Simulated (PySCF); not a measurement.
# Electronic absorption of C6H7N

Species: C6H7N.
SMILES: `N#C[C@H]1[C@H]2CC[C@@H]12`

The calculation used TDDFT CAM-B3LYP/def2-SVPD, vertical, gas phase, core orbitals frozen in the response (PySCF). Isolated species at its GFN2-xTB geometry, gas phase.

Q: List the vertical singlet excitations with oscillator strengths and describe the spectrum.

A: 

| state | E (eV) | ν̃ (cm⁻¹) | f | symmetry | main configurations (H = HOMO, L = LUMO) |
| --- | --- | --- | --- | --- | --- |
| S1 | 7.22 | 58260 | 0.0001 | – | H→L (38%), H→L+5 (22%), H→L+2 (18%) |
| S2 | 7.65 | 61710 | 0.011 | A′ | H-1→L (46%), H→L+4 (17%), H→L+1 (11%) |
| S3 | 7.91 | 63810 | 0.0015 | – | H-1→L+1 (32%), H-2→L+4 (22%), H-1→L+4 (18%) |
| S4 | 7.95 | 64140 | 0.047 | A′ | H-1→L (49%), H→L+1 (16%), H→L+4 (11%) |
| S5 | 8.18 | 66010 | 0.0006 | – | H→L (43%), H→L+3 (25%), H→L+2 (13%) |
| S6 | 8.42 | 67890 | 0.0015 | – | H-1→L+1 (58%), H-2→L+4 (18%), H-2→L+1 (16%) |
| S7 | 8.62 | 69510 | 0.019 | A′ | H-1→L+2 (30%), H→L+1 (30%), H→L+4 (25%) |
| S8 | 8.68 | 70030 | 0.035 | A′ | H-1→L+2 (55%), H→L+1 (29%) |

Triplets (Tamm–Dancoff): T1 6.26 eV, H→L+4 (33%), H→L+1 (17%), H-2→L+5 (9%); T2 6.71 eV, H→L (22%), H→L+5 (20%), H→L+2 (13%); T3 6.83 eV, H-2→L+5 (23%), H→L+4 (15%), H-2→L+2 (10%).

The lowest singlet lies at 7.22 eV (172 nm, vacuum ultraviolet) and is dark (f under 0.0005); its leading configuration is HOMO→LUMO (38%). The strongest level in the table is S4 at 7.95 eV (156 nm, f = 0.047). Löwdin shares by element: HOMO carbon 48% or more, nitrogen 22% (atoms not listed hold the other 30%); LUMO carbon 25% or more, hydrogen 24% or more (atoms not listed hold the other 50%). The oscillator strengths of these states sum to 0.117; summed over the whole spectrum of an exact calculation they would give the number of electrons, 50 (Thomas–Reiche–Kuhn). The listed states span 1.46 eV, and the widest gap between neighbours is 0.43 eV (S1 to S2). Of the 8 states listed, 4 reach f = 0.01 and 1 stays under 0.0005. Symmetry labels in Cs follow from the direction of the transition dipole and are given only for states with f of 0.002 or more. Singlets were solved by full linear response, triplets in the Tamm–Dancoff approximation.

The run took 37 s wall on one thread of an Arm Neoverse V1, shared host, and the process peaked at 0.89 GiB of memory.
